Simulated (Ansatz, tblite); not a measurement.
Cost and result up the ladder for GeMe3(NHMe) (C₄H₁₃GeN) (19 atoms). Total charge 0; singlet. Geometry: B3LYP-D4/def2-SVP.

```xyz
19

Ge    0.025    0.264   -0.349
C     1.128    1.511    0.691
H     0.489    2.237    1.216
H     1.815    2.059    0.027
H     1.734    0.976    1.439
C     1.188   -1.081   -1.210
H     1.913   -0.595   -1.881
H     0.590   -1.792   -1.802
H     1.750   -1.651   -0.453
C    -1.042    1.206   -1.700
H    -1.652    0.498   -2.284
H    -0.385    1.746   -2.400
H    -1.714    1.933   -1.220
N    -1.194   -0.498    0.823
C    -0.753   -1.319    1.935
H    -2.011   -0.890    0.361
H    -0.372   -2.327    1.661
H     0.060   -0.809    2.480
H    -1.569   -1.469    2.665
```

Ansatz on 4 threads of Intel Xeon on a shared host; xTB runs through tblite on one thread. Times are rough, summed over both states, and most runs start from the orbitals of an earlier one. PBE0-D4/def2-TZVP serves as the yardstick here, not as an exact answer. The other state is a triplet.

The xTB rows come from tblite.

xTB has no spin-polarisation term.

```
              level  functions  wall time
           GFN2-xTB         42    0.045 s
           GFN1-xTB         55    0.088 s
   PBE-D4/def2-TZVP        281       17 s
r2SCAN-D4/def2-TZVP        281       28 s
  PBE0-D4/def2-TZVP        281       39 s
```

Q: Estimate what each level gives for the vertical triplet (eV).

A: 
```csv
level,vertical triplet (eV),difference from PBE0-D4/def2-TZVP (eV)
GFN2-xTB,7.64,2.20
GFN1-xTB,6.57,1.12
PBE-D4/def2-TZVP,5.15,-0.29
r2SCAN-D4/def2-TZVP,5.30,-0.14
PBE0-D4/def2-TZVP,5.44,0.00
```
